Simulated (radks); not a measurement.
Question: All-electron atom: Re4+ in [Xe] 4f14 5d3. Method: scalar-relativistic Kohn-Sham, SCAN, spin-polarised, spherical densities, finite nucleus; open shells are filled with parallel spins first (spin-orbit coupling, left out, can overturn this in heavy ions); meta-GGA in the generalised Kohn-Sham scheme; Fermi nuclear charge, rms radius 5.3698 fm; computed with a radial shooting solver on a logarithmic mesh with Libxc functionals. Some entries of the table are withheld. Estimate them.

| orbital | occ. | eigenvalue (eV) | <r> (bohr) | <1/r> (bohr^-1) |
|---|---|---|---|---|
| 1s up | 1 | -71773.43 | 0.01804 | 88.73 |
| 1s down | 1 | -71773.43 | 0.01804 | 88.73 |
| 2s up | 1 | -12508.30 | 0.07618 | 20.78 |
| 2s down | 1 | -12508.15 | 0.07618 | 20.78 |
| 2p up | 3 | -10918.78 | 0.06834 | 18.75 |
| 2p down | 3 | -10918.64 | 0.06834 | 18.75 |
| 3s up | 1 | -2942.145 | 0.1972 | 7.705 |
| 3s down | 1 | -2942.107 | 0.1972 | 7.705 |
| 3p up | 3 | -2470.523 | 0.1978 | 7.091 |
| 3p down | 3 | -2470.470 | 0.1978 | 7.091 |
| 3d up | 5 | -1934.882 | 0.1793 | 6.687 |
| 3d down | 5 | -1934.760 | 0.1793 | 6.686 |
| 4s up | 1 | -655.1855 | 0.4404 | 3.271 |
| 4s down | 1 | -654.9307 | 0.4404 | 3.271 |
| 4p up | 3 | -499.7730 | 0.4682 | 2.971 |
| 4p down | 3 | -499.5245 | 0.4681 | 2.972 |
| 4d up | 5 | -304.0932 | 0.5000 | 2.647 |
| 4d down | 5 | -303.7868 | 0.4996 | 2.648 |
| 5s up | 1 | (1) | 1.033 | 1.293 |
| 5s down | 1 | (2) | 1.027 | 1.302 |
| 5p up | 3 | (3) | 1.188 | 1.103 |
| 5p down | 3 | (4) | 1.177 | 1.115 |
| 4f up | 7 | -87.7980 | (5) | 2.163 |
| 4f down | 7 | -87.2810 | (6) | 2.172 |
| 5d up | 3 | -47.0837 | 1.587 | 0.8071 |

Answer: 
(1) 5s up eigenvalue (eV): -132.0990
(2) 5s down eigenvalue (eV): -129.9965
(3) 5p up eigenvalue (eV): -92.8933
(4) 5p down eigenvalue (eV): -90.3015
(5) 4f up <r> (bohr): 0.5798
(6) 4f down <r> (bohr): 0.5758
